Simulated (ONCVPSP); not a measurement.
Configuration tests for V (Z = 23) (ONCV)

ONCVPSP 4.0.1 input, shortened (lines: element, Z, core and valence counts, functional; n l f; lmax; l rc ep ncon nbas qcut; lloc lpopt rc5 dvloc0; l nproj debl; icmod fcfact rcfact), PBE, fully relativistic:

```
  V 23.00    3    5        4      upf
    1    0    2.00
    2    0    2.00
    2    1    6.00
    3    0    2.00
    3    1    6.00
    3    2    3.00
    4    0    1.50
    4    1    0.50
    2
    0    1.80    0.00    3    6    5.30
    1    1.45    0.00    4    8    8.60
    2    2.40    0.00    4    9    6.20
    4    5    1.15    6.00
    0    2    2.50
    1    2    3.30
    2    2    2.50
    2    0.35    0.90
```

Open shells are filled in proportion to 2j + 1.

Energies are relative to the spin-unpolarised reference configuration 3s2 3p6 3d3 4s1.5 4p0.5; without spin polarisation the order of configurations can differ from experiment.

| valence configuration | charge | ΔE all-electron (eV) | error AE − PS (meV) |
| --- | --- | --- | --- |
| 3s2 3p6 3d3 4s1 4p0 | +1 | 6.084 | +0.1 |
| 3s2 3p6 3d3 4s0 4p0 | +2 | 20.380 | -16 |

Question: What are ΔE and the potential's error for 3s2 3p6 3d3 4s2 4p0?

Answer: ΔE = -1.651 eV all-electron; the error (AE − PS) is -0.3 meV.

Question: What are ΔE and the potential's error for 3s2 3p6 3d2 4s2 4p0?

Answer: ΔE = 9.323 eV all-electron; the error (AE − PS) is +286 meV.
